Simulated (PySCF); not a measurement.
The vertical singlet excitations below were computed for one of the candidates. The calculation used TDDFT B3LYP/def2-SVPD, vertical, gas phase, core orbitals frozen in the response (PySCF). Geometries: GFN2-xTB, one conformer each.

| state | λ (nm) | f |
| --- | --- | --- |
| S1 | 174.1 | 0.052 |
| S2 | 170.6 | 0.207 |
| S3 | 161.7 | 0.070 |
| S4 | 155.6 | 0.020 |
| S5 | 151.2 | 0.0032 |
| S6 | 149.1 | 0.0023 |
| S7 | 145.3 | 0.0008 |
| S8 | 143.9 | 0.0017 |

Triplets computed (Tamm–Dancoff): 4.39, 6.81, 7.52 eV.

Question: Which candidate is it? All have the formula C5H7F3O.
A. `CO[C@H](C)C(F)=C(F)F`
B. `C(OC)CC(F)=C(F)F`
C. `FC[C@@]1(F)C[C@@H](F)CO1`
D. `C=C[C@](C)(F)OC(F)F`

Answer: D. Its S1 lies at 7.12 eV; the nearest of the others has S1 at 6.44 eV. S1 is HOMO-1→LUMO (78%), HOMO→LUMO (18%). Löwdin shares by element: HOMO carbon 79% or more (atoms not listed hold the other 21%); LUMO carbon 68% or more, hydrogen 11% or more (atoms not listed hold the other 21%). At the same level the other candidates give, for their lowest levels:
- `CO[C@H](C)C(F)=C(F)F`: 192 nm (f 0.011); 187 nm (f 0.010); 179 nm (f 0.010); 175 nm (f 0.001); 167 nm (f 0.221); T1 4.54 eV; HOMO -7.44, LUMO -0.07 eV
- `FC[C@@]1(F)C[C@@H](F)CO1`: 156 nm (f 0.012); 148 nm (f 0.011); 145 nm (f 0.001); 143 nm (f 0.008); 140 nm (f 0.006); T1 7.82 eV; HOMO -8.57, LUMO 0.30 eV
- `COCCC(F)=C(F)F`: 198 nm (f 0.012); 185 nm (f 0.012); 179 nm (f 0.077); 179 nm (f 0.003); 174 nm (f 0.007); T1 4.55 eV; HOMO -7.01, LUMO 0.11 eV

Shape of the structure used: `[CH2:1]=[CH:2][C@:3]([CH3:4])([F:5])[O:6][CH:7]([F:8])[F:9]`: C1–C2–C3–C4 -78°, C2–C3–O6–C7 60°, C3–O6–C7–F8 -97°.
